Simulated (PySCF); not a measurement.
Frontier levels across methods

C₅H₈Si.
Geometry (PBE0-D3(BJ)/def2-SVP, Å), atoms numbered from 1 in this order:
```xyz
14
C5H8Si angstrom
C      3.1021    0.9237   -0.2478
C      2.2886    0.6973    0.7949
C      1.0472    0.0073    0.7257
C     -0.0148   -0.5874    0.6980
C     -1.3074   -1.2356    0.6316
Si    -2.6556   -0.0310    0.0391
H      2.8505    0.5770   -1.2533
H      4.0421    1.4639   -0.1152
H      2.5788    1.0636    1.7876
H     -1.6042   -1.6305    1.6187
H     -1.2835   -2.0941   -0.0621
H     -3.9663   -0.7496   -0.0153
H     -2.3135    0.4757   -1.3217
H     -2.7603    1.1147    0.9891
```

Basis pcSseg-1 throughout (PySCF), one geometry. Geometry: PBE0-D3(BJ)/def2-SVP; no solvent, vibrations or thermal averaging.

How do the orbital energies, the gap and the dipole change with the method?

| method | kind | HOMO (eV) | LUMO (eV) | gap (eV) | μ (D) | SCF cycles |
| --- | --- | --- | --- | --- | --- | --- |
| BLYP | GGA | -5.44 | -1.50 | 3.94 | 0.62 | 15 |
| B97-D | GGA | -5.55 | -1.56 | 3.99 | 0.61 | 15 |
| OPBE | GGA | -5.59 | -1.58 | 4.01 | 0.61 | 16 |
| KT3 | GGA | -5.60 | -1.60 | 4.00 | 0.58 | 16 |
| KT2 | GGA | -5.62 | -1.65 | 3.97 | 0.59 | 15 |
| PBE | GGA | -5.62 | -1.67 | 3.96 | 0.62 | 15 |
| BP86 | GGA | -5.73 | -1.77 | 3.96 | 0.62 | 15 |
| LDA | LDA | -5.80 | -1.89 | 3.92 | 0.66 | 14 |
| B97-2 | global hybrid | -6.40 | -0.80 | 5.60 | 0.54 | 13 |
| B3LYP | global hybrid | -6.42 | -0.94 | 5.48 | 0.55 | 13 |
| PBE0 | global hybrid | -6.64 | -0.76 | 5.88 | 0.53 | 13 |
| mPW1PW91 | global hybrid | -6.66 | -0.77 | 5.89 | 0.53 | 13 |
| BHandHLYP | global hybrid | -7.50 | 0.33 | 7.83 | 0.46 | 13 |
| CAM-B3LYP | range-separated hybrid | -7.85 | 0.38 | 8.22 | 0.50 | 13 |
| wB97X-D | range-separated hybrid | -8.40 | 0.98 | 9.37 | 0.50 | 13 |
| HF | Hartree–Fock | -8.80 | 3.00 | 11.80 | 0.37 | 12 |
| LC-wPBE | range-separated hybrid | -9.19 | 1.44 | 10.62 | 0.45 | 14 |

The HOMO spans 3.75 eV, from BLYP down to LC-wPBE, and the gap runs from 3.92 eV (LDA) to 11.80 eV (HF). Over the methods BLYP (0 %), B97-D (0 %), OPBE (0 %), KT3 (0 %), KT2 (0 %), PBE (0 %), BP86 (0 %), LDA (0 %), B97-2 (21 %), B3LYP (20 %), PBE0 (25 %), mPW1PW91 (25 %), BHandHLYP (50 %), HF (100 %), a straight line through the gap against the share of exact exchange rises by 0.78 eV for each 10 % (correlation coefficient 1.000). The dipole ranges from 0.37 D (HF) to 0.66 D (LDA). This basis has no diffuse functions.
